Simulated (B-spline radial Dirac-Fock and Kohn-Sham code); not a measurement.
## Internal conversion coefficients of Ar at 500 keV

Z = 18 (argon), transition energy 500 keV. Calculated with an atomic code on a B-spline grid, using a Dirac-Hartree-Slater potential of the neutral atom with a Latter tail (no hole, which puts coefficients of high multipoles low close above an edge), finite nucleus with surface currents. Subshells that would emit electrons below 1 keV are left out.

Input of the calculation (task.json; shells as n, l, electrons):

```json
{"items": [{
  "Z": 18,
  "q": 0,
  "cfg": [[1, 0, 2], [2, 0, 2], [2, 1, 6], [3, 0, 2], [3, 1, 6]],
  "A": 40,
  "rrms": 3.4274,
  "do": "conversion",
  "gamma": [500],
  "edges": {"K": 3205.9, "L1": 326.3, "L2": 250.6, "L3": 248.4}
}]}
```

Run with: `python xray2_run.py task.json out`

```tsv
subshell	electron energy (keV)	E3	M1	M2	M3	M4
K	496.79	0.00144	0.000184	0.000579	0.00175	0.00522
L1	499.67	0.000118	1.52e-05	4.79e-05	0.000145	0.000436
L2	499.75	1.87e-06	7.43e-08	4.33e-07	2.11e-06	9.27e-06
L3	499.75	1.67e-06	5.41e-08	2.01e-07	1.20e-06	6.97e-06
M1	499.97	1.32e-05	1.71e-06	5.39e-06	1.64e-05	4.92e-05
M2	499.99	1.69e-07	6.72e-09	3.92e-08	1.91e-07	8.39e-07
M3	499.99	1.50e-07	4.87e-09	1.81e-08	1.08e-07	6.30e-07
total		0.00158	0.000201	0.000633	0.00191	0.00572
```

Question: For a pure M2 transition, what fraction of decays emits a photon?

Answer: 1/(1 + α) = 0.999 with the total α = 0.000633.
